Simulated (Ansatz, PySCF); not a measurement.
CAlF2NO. Atoms are numbered in the order given.

```xyz
6

Al     0.0000     0.0000     0.9200
F      0.0000     1.4194     1.7587
F      0.0000    -1.4194     1.7587
N      0.0000     0.0000    -0.8290
C      0.0000     0.0000    -2.0333
O      0.0000     0.0000    -3.2018
```

Geometry optimised at B3LYP-D3(BJ)/def2-SVP. Other conformers were not sampled.

Vertical ionisation energy (IE) and electron affinity (EA) in eV. Rows of orbital energies are one-electron estimates. Where ΔSCF, EOM or ADC give a negative EA the extra electron is unbound and the value depends on the basis.

```
level                                                                        IE    EA
------------------------------------------------------------------------  -----  ----
−ε(HOMO), −ε(LUMO), M06-2X/def2-TZVP (PySCF)                              10.77  0.82
ΔSCF, CAM-B3LYP/def2-SVPD (Ansatz), final states of multiplicity 2 and 2  12.02  0.08
```

**Question.** What vertical singlet–triplet gap does ΔSCF give with CAM-B3LYP/def2-SVPD (Ansatz, a quantum-chemistry and plane-wave program)? (An estimate is asked for; the answer gives what the named calculation found.)

**Answer.** 6.43 eV (triplet above singlet where positive).
